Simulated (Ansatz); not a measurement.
Zn3O3H12, a cluster cut from zinc blende ZnO (hydrogen-capped): single points at one geometry.

```yaml
crystal:
  periodic: [false, false, false]
  atoms:
    - {symbol: O, position_ang: [-1.674213, 0.836495, 0.836563]}
    - {symbol: O, position_ang: [0.832701, 0.831267, -1.673002]}
    - {symbol: O, position_ang: [0.837275, -1.674373, 0.836780]}
    - {symbol: Zn, position_ang: [-1.032201, -1.027229, 2.052801]}
    - {symbol: Zn, position_ang: [2.048189, -1.040783, -1.033125]}
    - {symbol: Zn, position_ang: [-1.030774, 2.051850, -1.033629]}
    - {symbol: H, position_ang: [-2.041058, -2.035086, 1.408539]}
    - {symbol: H, position_ang: [-0.259862, -0.246113, 3.170044]}
    - {symbol: H, position_ang: [1.396123, -2.045363, -2.039350]}
    - {symbol: H, position_ang: [3.171420, -0.265173, -0.263767]}
    - {symbol: H, position_ang: [-2.046968, 1.405666, -2.031909]}
    - {symbol: H, position_ang: [-0.257908, 3.169479, -0.254981]}
    - {symbol: H, position_ang: [-2.604129, 0.640871, 0.631590]}
    - {symbol: H, position_ang: [-1.685253, 1.527032, 1.520685]}
    - {symbol: H, position_ang: [0.637231, 0.628617, -2.602946]}
    - {symbol: H, position_ang: [1.524435, 1.513599, -1.682839]}
    - {symbol: H, position_ang: [0.633156, -2.605309, 0.646631]}
    - {symbol: H, position_ang: [1.522235, -1.681247, 1.526216]}
basis:
  gaussian: {orbitals: def2-TZVP, initial_orbitals: start.molden}
hamiltonian: {xc: r2scan, dispersion: d4}
scf: {omitted_lower_state_checks: [starts]}
output: {orbitals: {seedname: orbitals}}
```

The file start.molden holds the orbitals of an earlier run on this structure, at another level or in another basis.

```sh
$ ansatz run in.yaml --threads 4 --pin off --events-out ev --progress --plain --max-ram 4787MiB
```

Output, abridged:

```
Functional definition: r2SCAN
2361 factors; their error is unknown
mean field evaluation 1: about -151593.5287 eV, gradient 9.3e0 eV
mean field evaluation 2: about -151593.6173 eV, gradient 1.4e-1 eV
mean field evaluation 4: about -151593.5730 eV, gradient 3.8e-4 eV
mean field -151593.57295595 eV, -5570.9610523168 hartree, gradient 1.5e-5 eV, S^2 0.000000; 0 other end points of the search recorded, 0 dependent functions left out
reference -151593.57298120 eV, -5570.9610532448 hartree; 63, 63 occupied and 246, 246 virtual orbitals, 2361 factors
Total energy: -151593.68771010 eV, -5570.9652694540 hartree
Checks for a lower state left out: starts
```

Run time 18 s (4 threads of Arm Neoverse N1 on a shared host), peak host memory 0.66 GiB.

As the first input, with `correlation: {method: mp2, frozen_orbitals: {H: 0, O: 1, Zn: 9}}` and without the key `hamiltonian` (abridged; 21 s):

```
Functional definition: HF
mean field -151431.15485556 eV, -5564.9922972184 hartree, gradient 3.1e-6 eV, S^2 0.000000
30 core orbitals not correlated: weight in the atoms' cores, before any rotation towards them, 1.000 or more for the frozen orbitals, at most 0.000 for the correlated occupied ones
second order -57.07848178 eV of doubles, -0.00000000 eV of singles
Total energy: -151488.23333733 eV, -5567.0898927344 hartree
Checks for a lower state left out: starts
```

As the first input, with `hamiltonian: {xc: {name: PBE-QIDH}}`, `correlation: {frozen_orbitals: {H: 0, O: 1, Zn: 9}}` and without the key `output` (abridged; 32 s):

```
Functional definition: PBE-QIDH
mean field -151525.64101792 eV, -5568.4645996403 hartree, gradient 2.0e-6 eV, S^2 0.000000
30 core orbitals not correlated: weight in the atoms' cores, before any rotation towards them, 1.000 or more for the frozen orbitals, at most 0.000 for the correlated occupied ones
second order -63.57419213 eV of doubles, -0.00000000 eV of singles
Total energy: -151546.83243874 eV, -5569.2433699911 hartree
Checks for a lower state left out: starts
```

The first input with `hamiltonian: {xc: pbe, dispersion: d4}`, `output: {forces: true, orbitals: {seedname: orbitals}}` (abridged; 11 s):

```
Functional definition: PBE
mean field -151568.60536653 eV, -5570.0435103295 hartree, gradient 4.4e-6 eV, S^2 0.000000
Total energy: -151568.99664133 eV, -5570.0578894131 hartree
Atom 0 force     0.003748    -0.007020    -0.011149 eV/Å
Atom 1 force    -0.020013    -0.015320     0.025530 eV/Å
Atom 2 force    -0.018174     0.017141    -0.005793 eV/Å
Atom 3 force    -0.172500    -0.152370     0.348442 eV/Å
Atom 4 force     0.349521    -0.160350    -0.161082 eV/Å
Atom 5 force    -0.170168     0.344947    -0.151102 eV/Å
Atom 6 force    -0.025848    -0.038225    -0.072064 eV/Å
Atom 7 force     0.059408     0.046451     0.011911 eV/Å
Atom 8 force    -0.074090    -0.035264    -0.035943 eV/Å
Atom 9 force     0.011449     0.052937     0.052628 eV/Å
Atom 10 force    -0.030548    -0.074721    -0.043070 eV/Å
Atom 11 force     0.062511     0.017568     0.049883 eV/Å
Atom 12 force    -0.210542    -0.100749    -0.099745 eV/Å
Atom 13 force     0.070528     0.174320     0.175327 eV/Å
Atom 14 force    -0.107021    -0.106770    -0.234189 eV/Å
Atom 15 force     0.190991     0.190071     0.072396 eV/Å
Atom 16 force    -0.104120    -0.225289    -0.104663 eV/Å
Atom 17 force     0.184870     0.072643     0.182682 eV/Å
Dipole moment:     0.011421     0.004296     0.006054 e Å
Checks for a lower state left out: starts
```

The first input with `hamiltonian: {xc: pbe0, dispersion: d4}` (abridged; 27 s):

```
Functional definition: PBE0
mean field -151570.32023765 eV, -5570.1065306805 hartree, gradient 2.6e-5 eV, S^2 0.000000
Total energy: -151570.66150124 eV, -5570.1190718863 hartree
Checks for a lower state left out: starts
```

As the first input, with `hamiltonian: {xc: hse06, dispersion: d4}` (abridged; 23 s):

```
Functional definition: HSE06
mean field -151569.84357575 eV, -5570.0890136789 hartree, gradient 9.3e-6 eV, S^2 0.000000
Total energy: -151570.16421459 eV, -5570.1007969389 hartree
Checks for a lower state left out: starts
```

The first input with `gaussian: {orbitals: def2-SVP, initial_orbitals: start.molden}`, `hamiltonian: {xc: pbe, dispersion: d4}` (abridged; 5.5 s):

```
Functional definition: PBE
mean field -151538.94624093 eV, -5568.9535575673 hartree, gradient 2.4e-5 eV, S^2 0.000000
Total energy: -151539.33751693 eV, -5568.9679366949 hartree
Checks for a lower state left out: starts
```

Geometry: r2SCAN-D4/def2-SVP.

HSE06 is defined as in plane-wave codes, on full-range PBE exchange. Correlated methods freeze 30 core orbitals.
